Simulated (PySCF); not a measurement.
BGeH5O, SMILES B[O][GeH3]. Atoms are numbered in the order given.

```xyz
8

O     -0.5132     1.0546     0.0000
Ge     0.0378    -0.6646     0.0000
H     -0.5506    -1.2935     1.2695
H     -0.5506    -1.2935    -1.2695
H      1.5751    -0.6758     0.0000
B      0.2519     2.1570     0.0000
H      1.4689     2.0752     0.0000
H     -0.3067     3.2339     0.0000
```
Charge 0, spin multiplicity 1.

Geometry optimised at PBE0-D3(BJ)/def2-SVP.

Computed with r2SCAN/def2-TZVPD in PySCF.

Symmetry labels are those of the subgroup Cs that the program uses (full group Cs).

Computed valence orbital energies around the gap with their symmetry:
```
orbital  symmetry  energy (eV)
-------  --------  -----------
HOMO−7         A'       -15.21
HOMO−6         A'       -12.59
HOMO−5         A'       -10.70
HOMO−4         A'       -10.19
HOMO−3         A"       -10.06
HOMO−2         A'        -8.82
HOMO−1         A"        -8.45
HOMO           A'        -6.99
LUMO           A"        -0.94
LUMO+1         A'        -0.64
LUMO+2         A'         0.14
LUMO+3         A"         0.89
```
